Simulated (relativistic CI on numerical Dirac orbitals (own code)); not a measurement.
**Hg XV: sensitivity of the levels to the model**

Base calculation: Dirac-Coulomb-Breit CI, separate exchange-only KLI orbitals for each configuration, a model potential for QED, unscaled Slater integrals.

Configurations in the expansion (outside the closed core [Kr] 4d10): 4f¹⁴5s²5p⁴, 4f¹⁴5s5p⁵, 4f¹⁴5s²5p³5d, 4f¹⁴5p⁶, 4f¹³5s²5p⁵, 4f¹⁴5s5p⁴5d, 4f¹⁴5s²5p³5f, 4f¹⁴5s²5p³5g, 4f¹⁴5s5p⁴5f, 4f¹⁴5s²5p³6s, 4f¹³5s²5p⁴5d, 4f¹⁴5s²5p²5d², 4f¹⁴5s²5p5d³, 4f¹⁴5s5p²5d³, 4f¹⁴5s²5p5d²5f, 4f¹⁴5s²5p5d²5g. Double excitations out of closed p, d and f shells are left out; levels of such configurations are missing from the list, as are those of other unlisted configurations, and high levels can miss mixing partners. Some configurations lack a partner that the ground configuration has and come out too high, among them 4f¹³5s²5p⁴5d, 4f¹⁴5s5p⁴5f, 4f¹⁴5s²5p³6s.

Variants: (1) P86 correlation estimate; (2) QED terms removed; (3) Breit term removed. Shifts of the energy above 4f¹⁴5s²5p⁴ ³P2, in cm⁻¹, for the lowest level and the first level of each name with at least 55 % of one term (blank where a level changes its place among those of its configuration and J or its character, or is not in the variant):

| Level | Base | Δ(1) | Δ(2) | Δ(3) |
| --- | --- | --- | --- | --- |
| 4f¹⁴5s²5p⁴ ³P2 | 0 | 0 | 0 | 0 |
| 4f¹⁴5s²5p⁴ ¹S0 | 32543 | +3 | +5 | -4 |
| 4f¹⁴5s²5p⁴ ³P1 | 175607 | +7 | -136 | +2107 |
| 4f¹⁴5s²5p⁴ ¹D2 | 192835 | +16 | -135 | +2119 |
| 4f¹⁴5s²5p⁴ ³P0 | 383152 | +23 | -249 | +4177 |
| 4f¹³5s²5p⁵ ³F4 | 509854 | +2952 | -732 | -3862 |
| 4f¹³5s²5p⁵ ³G5 | 517500 | +2952 | -730 | -3846 |
| 4f¹³5s²5p⁵ ¹D2 | 532141 | +2949 | -731 | -3981 |
| 4f¹³5s²5p⁵ ³F3 | 540569 | +2952 | -855 | -2540 |
| 4f¹³5s²5p⁵ ³D1 | 560357 | +2952 | -856 | -2626 |
| 4f¹⁴5s²5p³5d ³D°1 | 625789 | +1817 | +565 | +1654 |
| 4f¹³5s²5p⁵ ³D3 | 707420 | +2952 | -875 | -1806 |
| 4f¹⁴5s²5p³5d ³G°4 | 707981 | +1982 | +205 | +3419 |
| 4f¹³5s²5p⁵ ³G3 | 736589 | +2952 | -1002 | -309 |
| 4f¹⁴5s²5p³5d ³G°5 | 737318 | +1985 | +157 | +3836 |

At this charge transitions that keep the count of f electrons are usually good to a few per cent. Levels and lines within the n = 5 or 6 shells can be off by up to 10 % or somewhat more, and those that change n by about 2 %, since core polarisation is missing. Levels that differ in their count of f electrons can be misplaced by several ten thousand cm⁻¹, since the correlation energy of f electrons is missing or only estimated; rates across such gaps can be off by orders of magnitude.

Ionisation energy from one configuration of each of the two ions, the ground ones as tabulated or assumed: base 321.954 eV; P86 correlation estimate 323.538 eV; Breit term removed 322.224 eV. The NIST ASD value (theoretical) is 332 ± 16 eV.

LS names give the leading component of a level, which can be under half, so a name can repeat, a term be missing and a line seem to break the LS rules.
